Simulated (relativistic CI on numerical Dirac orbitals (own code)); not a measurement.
# Crystal-field levels of Rh⁺, 4d8

Calculated by Dirac-Coulomb-Breit CI, orbitals from a KLI potential per configuration, QED by a radiative potential, valence Slater integrals scaled by 0.65, one configuration in a parametric crystal field (own radial code).

Field parameters in Wybourne normalisation: Oh B⁴₀ = 21Dq, B⁴₄ = √(5/14) B⁴₀. The field is a parameter set, without covalency.

S is read from ⟨S²⟩ = S(S + 1).

Levels (cm⁻¹, degeneracy): 0 (3), 8517 (2), 16094 (1), 25188 (2), 25219 (3), 25809 (3), 26157 (1), 31501 (3), 31730 (2), 31757 (3), 31905 (1), 34182 (3).

Q: Which field gives this pattern?
A. Oh, 10Dq = 3450 cm⁻¹
B. Oh, 10Dq = 25500 cm⁻¹
C. Oh, 10Dq = 33750 cm⁻¹
D. Oh, 10Dq = 6200 cm⁻¹

A: B. Oh, 10Dq = 25500 cm⁻¹, ground level with S = 1.00.
